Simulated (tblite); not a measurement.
Record of a relaxation.

Compound: C6H6BCl2 (doublet state).
SMILES with atom numbers: `[Cl:1][B:2]([Cl:3])[C@@:4]12[CH:5][C@@H:6]1[CH2:7][CH:8]=[CH:9]2` (hydrogens: H10 on C5; H11 on C6; H12, H13 on C7; H14 on C8; H15 on C9)
Bond orders are those of one Lewis drawing.

Computed with GFN2-xTB (tblite), gas phase: L-BFGS steps from a force-field or distance-geometry start until the largest atomic force falls under 0.01 eV/Å. 13 of its 84 geometries are shown.

Step 0: E = -711.1746 eV, largest atomic force 2.628 eV/Å
```
atom  x, y, z in Å  |  force x, y, z in eV/Å
Cl1     3.338    1.180    0.602   -1.039  -1.501  -0.343
B2      2.128   -0.184    0.270    1.687   0.034   0.647
Cl3     2.768   -1.913    0.213   -0.693   1.836  -0.058
C4      0.618    0.222    0.143    1.534  -0.099   0.670
C5      0.356    1.097   -1.042    0.717  -2.294  -1.063
C6     -0.258   -0.301   -0.944    0.099   1.116  -2.026
C7     -1.677   -0.235   -0.477   -0.941   0.144  -0.009
C8     -1.518   -0.027    0.991   -0.637  -0.227   0.420
C9     -0.260    0.213    1.322   -0.069   0.642   1.429
H10     1.118    1.120   -1.865   -0.647   0.772   1.045
H11     0.078   -1.059   -1.655   -0.280   0.115   0.238
H12    -2.141    0.695   -0.902   -0.048  -0.906   0.192
H13    -2.269   -1.129   -0.730    0.092   0.401   0.044
H14    -2.348   -0.079    1.691    0.179   0.109  -0.253
H15     0.061    0.408    2.361    0.047  -0.143  -0.932
```

Step 7: E = -711.9031 eV, largest atomic force 0.300 eV/Å
```
atom  x, y, z in Å  |  force x, y, z in eV/Å
Cl1     3.323    1.074    0.592    0.085   0.099   0.136
B2      2.167   -0.170    0.354    0.176  -0.053  -0.054
Cl3     2.727   -1.776    0.193    0.068  -0.286  -0.059
C4      0.655    0.183    0.155   -0.001   0.141   0.097
C5      0.429    0.986   -1.066   -0.102  -0.054  -0.155
C6     -0.263   -0.295   -1.005   -0.073   0.060  -0.232
C7     -1.693   -0.241   -0.470    0.018  -0.022  -0.057
C8     -1.517   -0.026    1.003   -0.188   0.035  -0.095
C9     -0.263    0.258    1.323   -0.024  -0.031   0.107
H10     1.157    1.262   -1.811   -0.036   0.126   0.238
H11     0.013   -1.105   -1.674   -0.108  -0.013   0.061
H12    -2.212    0.626   -0.894   -0.020  -0.088  -0.004
H13    -2.277   -1.125   -0.724    0.079  -0.098   0.105
H14    -2.355   -0.059    1.680    0.051   0.083  -0.025
H15     0.104    0.415    2.323    0.075   0.101  -0.063
```

Step 14: E = -711.9534 eV, largest atomic force 0.198 eV/Å
```
atom  x, y, z in Å  |  force x, y, z in eV/Å
Cl1     3.341    1.048    0.659   -0.010  -0.079   0.051
B2      2.195   -0.193    0.335   -0.184  -0.026   0.028
Cl3     2.736   -1.815    0.159    0.021   0.002  -0.063
C4      0.667    0.179    0.138   -0.095  -0.117   0.070
C5      0.411    0.994   -1.061    0.034  -0.071  -0.076
C6     -0.276   -0.292   -1.026    0.133   0.100  -0.022
C7     -1.700   -0.258   -0.474    0.070  -0.016   0.003
C8     -1.518    0.002    0.992   -0.023   0.036  -0.036
C9     -0.256    0.265    1.304   -0.054   0.013   0.141
H10     1.164    1.359   -1.733   -0.138   0.001  -0.075
H11    -0.034   -1.128   -1.676    0.075   0.179  -0.039
H12    -2.259    0.574   -0.921   -0.003  -0.174   0.011
H13    -2.239   -1.185   -0.676    0.024   0.022   0.045
H14    -2.362   -0.006    1.666    0.140   0.096  -0.041
H15     0.126    0.465    2.290    0.011   0.034   0.003
```

Step 21: E = -712.0298 eV, largest atomic force 0.190 eV/Å
```
atom  x, y, z in Å  |  force x, y, z in eV/Å
Cl1     3.298    0.869    0.876    0.089   0.037   0.070
B2      2.172   -0.303    0.317    0.040  -0.014   0.163
Cl3     2.755   -1.891   -0.002   -0.096   0.010  -0.130
C4      0.675    0.127    0.127    0.120  -0.035  -0.064
C5      0.395    1.027   -1.008   -0.101   0.048  -0.076
C6     -0.274   -0.265   -1.040    0.170  -0.012   0.077
C7     -1.681   -0.329   -0.464   -0.009   0.015   0.117
C8     -1.501    0.102    0.962    0.015   0.000   0.117
C9     -0.237    0.309    1.300   -0.013   0.140  -0.128
H10     1.038    1.551   -1.680    0.010  -0.080  -0.034
H11    -0.006   -1.019   -1.773   -0.020   0.027  -0.026
H12    -2.360    0.329   -1.008   -0.021   0.064   0.033
H13    -2.092   -1.337   -0.519    0.015  -0.084   0.012
H14    -2.334    0.219    1.631   -0.118  -0.025  -0.021
H15     0.150    0.618    2.259   -0.082  -0.091  -0.110
```

Step 28: E = -712.0549 eV, largest atomic force 0.171 eV/Å
```
atom  x, y, z in Å  |  force x, y, z in eV/Å
Cl1     3.327    0.807    0.984   -0.088  -0.141   0.033
B2      2.176   -0.316    0.351    0.009   0.080  -0.064
Cl3     2.711   -1.886   -0.105   -0.002   0.045  -0.049
C4      0.688    0.134    0.123    0.038   0.167   0.005
C5      0.385    1.037   -1.009   -0.003   0.073  -0.001
C6     -0.269   -0.259   -1.033    0.058  -0.051  -0.005
C7     -1.669   -0.359   -0.449   -0.064   0.031   0.021
C8     -1.501    0.124    0.958    0.015  -0.012   0.061
C9     -0.239    0.355    1.278    0.023  -0.067   0.070
H10     1.007    1.559   -1.701    0.051  -0.060  -0.019
H11    -0.008   -0.977   -1.797    0.038  -0.150  -0.060
H12    -2.372    0.265   -1.000   -0.067   0.002  -0.059
H13    -2.039   -1.388   -0.464    0.021   0.033  -0.029
H14    -2.347    0.263    1.607   -0.037  -0.040   0.037
H15     0.143    0.649    2.236    0.009   0.091   0.059
```

Step 35: E = -712.0970 eV, largest atomic force 0.267 eV/Å
```
atom  x, y, z in Å  |  force x, y, z in eV/Å
Cl1     3.346    0.608    1.222   -0.126  -0.004   0.013
B2      2.160   -0.275    0.341   -0.047  -0.022   0.014
Cl3     2.611   -1.792   -0.340    0.079  -0.013  -0.114
C4      0.688    0.222    0.128    0.029   0.106  -0.042
C5      0.358    1.065   -1.055    0.214  -0.028   0.157
C6     -0.250   -0.246   -1.028   -0.206  -0.018   0.021
C7     -1.638   -0.383   -0.427   -0.241  -0.083   0.036
C8     -1.495    0.135    0.974   -0.027   0.040  -0.107
C9     -0.240    0.418    1.290   -0.041   0.079  -0.113
H10     1.022    1.486   -1.780    0.024   0.041   0.013
H11     0.015   -0.979   -1.782    0.091  -0.086   0.082
H12    -2.393    0.166   -0.997    0.105   0.032   0.041
H13    -1.952   -1.431   -0.407    0.022  -0.002  -0.010
H14    -2.366    0.258    1.597    0.117  -0.053   0.064
H15     0.128    0.757    2.243    0.008   0.012  -0.055
```

Step 42: E = -712.1419 eV, largest atomic force 0.167 eV/Å
```
atom  x, y, z in Å  |  force x, y, z in eV/Å
Cl1     3.252    0.378    1.442   -0.018  -0.007   0.036
B2      2.123   -0.276    0.329    0.039  -0.093   0.018
Cl3     2.578   -1.657   -0.620    0.122   0.114  -0.008
C4      0.686    0.287    0.129   -0.009  -0.061  -0.080
C5      0.381    1.069   -1.092   -0.065  -0.050  -0.024
C6     -0.248   -0.231   -1.015   -0.085  -0.087  -0.017
C7     -1.633   -0.408   -0.408   -0.026  -0.004   0.015
C8     -1.495    0.162    0.974   -0.008  -0.030  -0.007
C9     -0.253    0.514    1.266    0.017  -0.029   0.018
H10     1.057    1.453   -1.828   -0.012   0.014   0.019
H11     0.070   -1.015   -1.694   -0.023  -0.005  -0.056
H12    -2.414    0.088   -0.995    0.120   0.013   0.080
H13    -1.883   -1.475   -0.359   -0.016   0.123   0.008
H14    -2.333    0.234    1.644   -0.047   0.030  -0.050
H15     0.109    0.886    2.206    0.010   0.072   0.050
```

Step 48: E = -712.1778 eV, largest atomic force 0.228 eV/Å
```
atom  x, y, z in Å  |  force x, y, z in eV/Å
Cl1     3.115    0.158    1.643   -0.010  -0.139  -0.064
B2      2.116   -0.337    0.327    0.094   0.122  -0.031
Cl3     2.702   -1.476   -0.845    0.134   0.100   0.125
C4      0.698    0.245    0.119   -0.027  -0.018  -0.003
C5      0.371    1.033   -1.093   -0.027  -0.061  -0.065
C6     -0.252   -0.269   -1.018    0.102   0.042   0.050
C7     -1.622   -0.429   -0.378    0.076  -0.032  -0.092
C8     -1.477    0.194    0.974   -0.018   0.039   0.009
C9     -0.234    0.547    1.252   -0.086   0.104  -0.017
H10     1.018    1.495   -1.810   -0.060  -0.100  -0.006
H11     0.057   -1.055   -1.707   -0.075   0.101   0.074
H12    -2.404    0.045   -0.967   -0.072   0.055  -0.045
H13    -1.859   -1.485   -0.276   -0.124  -0.185  -0.051
H14    -2.333    0.296    1.616   -0.027   0.090   0.067
H15     0.101    1.046    2.143    0.120  -0.119   0.051
```

Step 55: E = -712.2259 eV, largest atomic force 0.308 eV/Å
```
atom  x, y, z in Å  |  force x, y, z in eV/Å
Cl1     3.018   -0.029    1.768    0.056   0.015   0.094
B2      2.148   -0.298    0.312   -0.243   0.093   0.124
Cl3     2.905   -1.199   -0.949    0.048   0.009  -0.091
C4      0.701    0.235    0.118   -0.034   0.003  -0.005
C5      0.355    0.977   -1.122    0.043  -0.037  -0.107
C6     -0.265   -0.323   -0.987    0.151   0.181  -0.198
C7     -1.646   -0.435   -0.366    0.118   0.186   0.074
C8     -1.480    0.192    0.985    0.086   0.105   0.172
C9     -0.236    0.567    1.248    0.139  -0.089  -0.009
H10     1.002    1.391   -1.875   -0.147  -0.127   0.132
H11     0.031   -1.111   -1.671    0.000  -0.076   0.044
H12    -2.378    0.127   -0.946   -0.089  -0.068  -0.080
H13    -1.968   -1.474   -0.303   -0.039  -0.030   0.031
H14    -2.331    0.327    1.631    0.047   0.034   0.005
H15     0.139    1.062    2.135   -0.136  -0.198  -0.183
```

Step 62: E = -712.2538 eV, largest atomic force 0.085 eV/Å
```
atom  x, y, z in Å  |  force x, y, z in eV/Å
Cl1     2.941   -0.160    1.856   -0.070   0.018  -0.010
B2      2.152   -0.270    0.326   -0.006  -0.006  -0.031
Cl3     3.051   -0.934   -0.999   -0.022   0.013  -0.010
C4      0.699    0.220    0.100   -0.011   0.005   0.056
C5      0.348    0.931   -1.155    0.041  -0.017  -0.068
C6     -0.281   -0.352   -0.998    0.043   0.005   0.067
C7     -1.663   -0.407   -0.365   -0.031   0.044   0.066
C8     -1.473    0.208    0.990    0.001   0.034   0.024
C9     -0.217    0.541    1.237    0.023   0.022   0.032
H10     0.992    1.304   -1.921    0.038   0.022  -0.026
H11     0.003   -1.188   -1.629   -0.021   0.014  -0.042
H12    -2.380    0.174   -0.951   -0.008  -0.027  -0.021
H13    -2.037   -1.430   -0.301    0.025  -0.031   0.039
H14    -2.302    0.367    1.659   -0.006  -0.015  -0.058
H15     0.163    1.005    2.131    0.002  -0.079  -0.018
```

Step 69: E = -712.2596 eV, largest atomic force 0.038 eV/Å
```
atom  x, y, z in Å  |  force x, y, z in eV/Å
Cl1     2.909   -0.177    1.866   -0.002  -0.004  -0.010
B2      2.149   -0.270    0.321    0.003   0.001   0.012
Cl3     3.056   -0.909   -1.009    0.010   0.000   0.001
C4      0.700    0.223    0.098   -0.016  -0.017   0.016
C5      0.354    0.929   -1.164   -0.012   0.034   0.013
C6     -0.281   -0.350   -0.998   -0.006   0.016  -0.020
C7     -1.662   -0.403   -0.360   -0.003   0.000   0.002
C8     -1.473    0.228    0.987    0.000  -0.014   0.001
C9     -0.212    0.541    1.239   -0.005   0.018   0.003
H10     0.999    1.306   -1.929    0.019  -0.018  -0.002
H11    -0.009   -1.183   -1.637    0.007  -0.009  -0.010
H12    -2.388    0.146   -0.963   -0.017  -0.003   0.009
H13    -2.014   -1.433   -0.267    0.005  -0.004   0.011
H14    -2.307    0.388    1.648    0.012   0.003  -0.013
H15     0.176    0.972    2.144    0.005  -0.002  -0.012
```

Step 76: E = -712.2602 eV, largest atomic force 0.020 eV/Å
```
atom  x, y, z in Å  |  force x, y, z in eV/Å
Cl1     2.908   -0.181    1.865   -0.010  -0.004  -0.016
B2      2.146   -0.272    0.321    0.018  -0.004  -0.003
Cl3     3.052   -0.917   -1.009   -0.007   0.010   0.016
C4      0.698    0.225    0.097   -0.001  -0.010   0.005
C5      0.352    0.938   -1.161    0.004   0.001   0.000
C6     -0.283   -0.342   -1.001    0.000   0.002  -0.003
C7     -1.661   -0.406   -0.359    0.004  -0.001   0.005
C8     -1.473    0.230    0.985    0.000   0.006   0.004
C9     -0.213    0.543    1.238   -0.002  -0.001   0.006
H10     1.007    1.303   -1.924    0.007  -0.001  -0.008
H11    -0.008   -1.172   -1.645   -0.010   0.002  -0.005
H12    -2.400    0.130   -0.959    0.001   0.002   0.001
H13    -2.000   -1.440   -0.256    0.003  -0.006  -0.003
H14    -2.309    0.395    1.643    0.005  -0.003   0.006
H15     0.179    0.974    2.142   -0.012   0.006  -0.006
```

Step 83: E = -712.2604 eV, largest atomic force 0.008 eV/Å
```
atom  x, y, z in Å  |  force x, y, z in eV/Å
Cl1     2.900   -0.195    1.869    0.001  -0.003  -0.003
B2      2.147   -0.272    0.321   -0.003  -0.003   0.002
Cl3     3.062   -0.895   -1.012    0.003   0.000   0.004
C4      0.698    0.222    0.097    0.000   0.008   0.002
C5      0.355    0.935   -1.162   -0.008   0.000   0.000
C6     -0.285   -0.342   -1.002   -0.001  -0.002   0.003
C7     -1.662   -0.406   -0.357    0.003  -0.001   0.001
C8     -1.473    0.231    0.987    0.000   0.002  -0.002
C9     -0.212    0.544    1.237    0.000   0.000   0.000
H10     1.012    1.293   -1.927    0.001   0.001   0.000
H11    -0.013   -1.172   -1.647   -0.005   0.001   0.001
H12    -2.402    0.130   -0.955    0.003   0.000  -0.004
H13    -2.000   -1.440   -0.255    0.003   0.001   0.000
H14    -2.308    0.397    1.645    0.005  -0.003   0.001
H15     0.178    0.978    2.140   -0.001  -0.001  -0.005
```

**Question.** Summarise the path.

**Answer.** The energy falls by 104.76 kJ/mol from step 0 to step 83; nine tenths of that is first reached at step 45. It falls at every step. The largest force goes from 2.628 to 0.008 eV/Å. Among the bonds Cl1–B2 changes most, from 1.853 to 1.724 Å; the atoms move by 0.733 Å rms after alignment.

The cost below is that of the whole relaxation. Time: 0.61 s. Hardware: Arm Neoverse V2, one thread, shared host with 96 logical CPUs at a one-minute load of 82.
